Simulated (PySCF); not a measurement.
SnH₂I₂, SMILES [I][SnH2][I]. Geometry: PBE0-D3(BJ)/def2-SVP. The def2 effective core potentials stand for the cores of I, Sn; spin–orbit coupling is left out.

Give the equilibrium geometry at PBE0-D3(BJ)/def2-SVP (PySCF confirms it by a frequency run) as bond lengths and angles, and its point group. (An estimate is asked for; the answer gives what the named calculation found.)

point group C2v.
Atoms: Sn1 I2 I3 H4 H5. Bonded distances (Å): Sn1–I2 2.687, Sn1–I3 2.687, Sn1–H4 1.706, Sn1–H5 1.706. Angles (°): I2–Sn1–I3 108.9, I2–Sn1–H4 108.1, I2–Sn1–H5 108.1, I3–Sn1–H4 108.1, I3–Sn1–H5 108.1, H4–Sn1–H5 115.5.
Charge 0, spin multiplicity 1.
